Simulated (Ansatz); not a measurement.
A structure relaxed at PBE0-D4/def2-TZVP, charge 0, multiplicity 1:

```xyz
6

F    -1.998    0.218   -0.136
P    -0.617   -0.441    0.059
F    -0.752   -1.629   -0.917
F    -0.860   -1.171    1.397
Au    1.152    0.824   -0.109
Br    3.075    2.199   -0.293
```

Task: Give its formula and SMILES.

Result: AuBrF3P, `F[P+](F)(F)[Au-][Br]`.

Task: Point group (tolerance 0.08 Å, 0.16 Å for H)?

Result: C3v.

Task: Summarise the bond lengths by kind.

Result: 3 × F–P 1.543 Å; 1 × Au–P 2.181 Å; 1 × Au–Br 2.372 Å.

Program: Ansatz 0.2.0.
